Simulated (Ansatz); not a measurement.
Cl3ITi, SMILES `[Cl][Ti]([Cl])([Cl])[I]`. The species carries charge 0 and has multiplicity 1. I: def2 effective core potential. Geometry: relaxed with PBE0-D4/def2-TZVP.

```xyz
5

Cl   -0.314    2.149    0.280
Ti    0.072    0.041    0.000
Cl    1.061   -0.280   -1.895
Cl    1.309   -0.700    1.610
I    -2.128   -1.210    0.006
```

Q: What is the dipole moment at ωB97M-V/def2-TZVPP? (An estimate is asked.)

A: Ansatz gave: 0.27 D, with components (-0.23, -0.13, 0.00) D in this frame, pointing from negative to positive charge.

Q: And with PBE, r2SCAN, B3LYP? (Estimate.)

A: Computed: PBE 0.55 D, r2SCAN 0.51 D, B3LYP 0.52 D.

Q: Give the Mulliken charges with ωB97M-V, B3LYP, r2SCAN in def2-TZVPP. (An estimate is asked.)

A: The calculation gave: 
```csv
atom,ωB97M-V,B3LYP,r2SCAN
Cl1,-0.13,-0.18,-0.18
Ti2,0.35,0.54,0.55
Cl3,-0.13,-0.18,-0.18
Cl4,-0.13,-0.18,-0.18
I5,0.03,-0.01,-0.01
```

B3LYP here is the variant with VWN-RPA as its local correlation; programs differ in this.
